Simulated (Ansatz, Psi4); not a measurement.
Conformational energy of SMILES [SiH2](C#C)[SiH2][Si](Cl)(Cl)Cl, singlet. Scanned: dihedral C2–Si3–Si4–Si5; all other coordinates were relaxed at B3LYP-D3(BJ)/def2-SVP. Points at φ and −φ are mirror images. Heavy atoms are numbered in the order of the SMILES C#C[SiH2][SiH2][Si](Cl)(Cl)Cl, hydrogens after them in the order of the atoms that carry them; the mirror image has the same energies with the sign of each dihedral reversed.

- PBE/def2-TZVP // B3LYP-D3(BJ)/def2-SVP (Psi4)
- B3LYP/def2-TZVP // B3LYP-D3(BJ)/def2-SVP (Psi4)
- wB97M-V/def2-TZVP // B3LYP-D3(BJ)/def2-SVP (Psi4)
- CCSD(T)/cc-pVDZ = CCSD(T) on RHF/cc-pVDZ, frozen core // B3LYP-D3(BJ)/def2-SVP (Ansatz, a program for electronic structure)

Cost and agreement with CCSD(T)/cc-pVDZ over the 12 points of the scan, with CCSD(T)/cc-pVDZ as yardstick. Costs are rough ratios of core time within Psi4 on shared cores, each with its mean field (Kohn-Sham runs search longer for lower solutions than correlated ones do); the miss is the largest difference from CCSD(T) of the profile after the mean shift, in kcal/mol.

### Question
Which is the cheapest of these levels that stays within 0.37 kcal/mol of CCSD(T)/cc-pVDZ?

### Answer
wB97M-V/def2-TZVP.

### Question
Which of them comes closest to CCSD(T)/cc-pVDZ within 4 times the cost of the cheapest?

### Answer
PBE/def2-TZVP, 0.55 kcal/mol off at most.

| level | relative cost | largest difference |
|---|---|---|
| PBE/def2-TZVP | 1 | 0.55 |
| B3LYP/def2-TZVP | 1 | 0.72 |
| wB97M-V/def2-TZVP | 10 | 0.18 |

Costs within a factor of two of each other count as equal.
